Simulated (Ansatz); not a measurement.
MgnHm: PBE-D4/def2-TZVP single points in Ansatz on relaxed structures, gas phase. Each cluster is the lowest isomer that a short search found in that spin, judged at the geometry's level, and lower ones may exist. HOMO and LUMO are taken over both spins. Binding counts from free atoms in the multiplicity of their measured ground term, without zero-point energy. Singlets are spin-restricted. The spins of the ions were chosen, not always searched. A dash marks a value that wasn't run or was left out as unsound. The structures are stationary points that may keep the symmetry of their start. Remarks come from the PBE and PBE0 runs and from stability tests at other levels; not every state was tested. HOMO above LUMO (over both spins in singlets and doublets, within one spin in higher multiplets; at PBE or PBE0), or a gap under 0.15 eV within one spin, warns that the state may not be the lowest or that an electron is smeared out.

Estimate the order by HOMO (eV), lowest first.
A. Mg3H3 (doublet; oxidised ion singlet)
B. Mg2H (doublet; oxidised ion singlet)
C. Mg4H3 (doublet; oxidised ion singlet)
D. Mg3H4 (singlet)
E. Mg2H2 (singlet)
F. Mg2H4 (singlet)
G. Mg4H6 (singlet)
H. Mg5H10 (singlet)
I. Mg4H8 (singlet)
J. Mg3H6 (singlet)

F (-6.25), J (-6.17), I (-5.84), H (-5.70), D (-5.57), E (-4.83), G (-4.62), C (-4.19), A (-4.07), B (-3.48).

In full:

```tsv
species	atoms	state	geometry	HOMO (eV)	LUMO (eV)	gap (eV)	vertical IE (eV)	binding per atom (eV)	lowest of the spins relaxed	point group (within 0.1 Å)	remarks
Mg2H	3	doublet; oxidised ion singlet	PBE0-D4/def2-TZVP	-3.48	-2.59	0.89	–	0.64	doublet, of doublet/quartet	C∞v	restricted SCF unstable in HF (+1 singlet)
Mg2H2	4	singlet	PBE-D4/def2-TZVP	-4.83	-2.20	2.63	7.41	1.17	singlet, of singlet/triplet	D∞h	–
Mg3H3	6	doublet; oxidised ion singlet	PBE-D4/def2-TZVP	-4.07	-3.13	0.94	–	1.28	–	Cs	restricted SCF unstable in HF (+1 singlet)
Mg2H4	6	singlet	r2SCAN-D4/def2-TZVP	-6.25	-2.27	3.98	9.00	1.69	–	D2h	gap within one spin near zero at PBE or PBE0 (+1 doublet)
Mg4H3	7	doublet; oxidised ion singlet	r2SCAN-D4/def2-TZVP	-4.19	-3.48	0.71	6.29	1.13	doublet, of doublet/quartet	–	–
Mg3H4	7	singlet	r2SCAN-D4/def2-TZVP	-5.57	-2.70	2.87	7.96	1.50	singlet, of singlet/triplet/quintet	C2v	–
Mg3H6	9	singlet	r2SCAN-D4/def2-TZVP	-6.17	-2.50	3.68	8.77	1.77	–	C2v	gap within one spin near zero at PBE or PBE0 (+1 doublet)
Mg4H6	10	singlet	r2SCAN-D4/def2-SVP	-4.62	-2.81	1.81	6.91	1.67	–	–	restricted SCF unstable in HF, gap within one spin near zero at PBE or PBE0 (+1 doublet)
Mg4H8	12	singlet	r2SCAN-D4/def2-SVP	-5.84	-2.31	3.53	8.22	1.86	–	C2v	gap within one spin near zero at PBE or PBE0 (+1 doublet)
Mg5H10	15	singlet	r2SCAN-D4/def2-SVP	-5.70	-2.51	3.19	–	1.89	–	–	–
```

The gap (eV) runs from 0.71 (Mg4H3) to 3.98 (Mg2H4). The vertical IE (eV) runs from 6.29 (Mg4H3) to 9.00 (Mg2H4). The binding per atom (eV) runs from 0.64 (Mg2H) to 1.89 (Mg5H10).
